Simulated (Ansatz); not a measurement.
Sr2S2⁺. Total charge 1; doublet. Geometry relaxed at r2SCAN-D4/def2-TZVP.

Cartesian coordinates in Å:
```
Sr 1.392 0.359 -1.584
Sr -1.393 -0.350 1.585
S -1.199 -0.065 -1.069
S 1.201 0.055 1.068
```

In the def2 sets Sr takes a core potential; there is no spin–orbit coupling. The relaxation made no stability test and no search for a lower SCF solution. The structure comes from a short search, and lower isomers may exist.

Problem. Estimate the harmonic wavenumbers at UKS r2SCAN-D4/def2-TZVP (Ansatz, unscaled). Is this a minimum?

Solution. 38, 114, 219, 259, 270, 333 cm⁻¹. Yes, no mode is imaginary beyond noise. Zero-point energy 7.4 kJ/mol. Run time 82 s (4 threads of Arm Neoverse V2 on a shared host).
